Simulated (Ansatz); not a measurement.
Reaction (formal exchange of groups at a Te–Zn bond): `[CH3][Zn][TeH]` + `C=O` → `O=C[TeH]` + `[CH3][ZnH]`

Calculated with Ansatz (gas phase, PBE0-D4/def2-TZVP geometries, no zero-point term in ΔE). CBS: MP2 limit from def2 TZ/QZ plus the TZ coupled-cluster correction, frozen cores. This one scheme is used for every species. DFT in def2-TZVPP. def2 core potentials past Kr. For Te, Zn outer-core shells are correlated without core-valence functions, which leaves a few kJ/mol of doubt a bond. Scalar relativity is left out up to krypton.

`[CH3][Zn][TeH]`:

Cartesian coordinates in Å:
```
C 0.543 -1.258 -0.269
Zn -0.332 0.351 0.380
Te -1.455 2.414 1.216
H -0.193 -2.037 -0.479
H 1.092 -1.044 -1.189
H 1.249 -1.636 0.473
H -0.905 3.209 -0.133
```

`C=O`:

```xyz
4

C     0.003    0.002   -0.003
O    -0.773   -0.585    0.691
H     1.071   -0.288   -0.067
H    -0.302    0.871   -0.621
```

`O=C[TeH]`:

Z-matrix (Å, degrees):
```
C
O 1 1.188
Te 1 2.145 2 123.5
H 1 1.106 2 123.6 3 -180.0
H 3 1.658 1 91.4 2 -180.0
```

`[CH3][ZnH]`:

Cartesian coordinates in Å:
```
C -0.064 -0.318 0.630
Zn 0.111 0.553 -1.097
H -0.872 -1.054 0.618
H 0.859 -0.837 0.903
H -0.284 0.409 1.416
H 0.250 1.246 -2.470
```

| level | ΔE (eV) |
| --- | --- |
| PBE-D4 | 1.07 |
| r2SCAN0-D4 | 1.33 |
| ωB97X-V | 1.33 |
| revPBE | 1.09 |
| BLYP | 1.07 |
| HF/def2-SVP | 1.83 |
| HF/def2-QZVPP | 1.69 |
| MP2/CBS(def2) | 1.45 |

(1) What does CCSD(T)/CBS give? (Estimate.)

Largest T1 diagnostic among the species: 0.016.

Results:

(1) The calculation gave: +1.41 eV. The listed levels differ from it by -0.34, -0.08, -0.08, -0.32, -0.34, 0.42, 0.28, 0.04 eV.

In def2-TZVPP, CCSD(T) changes the Hartree–Fock value by −0.38 eV (the triples alone add −0.08 eV) and MP2 by −0.34 eV. From PBE to PBE0 (25 % exact exchange), in def2-TZVPP and without D4, ΔE moves by +0.21 eV.
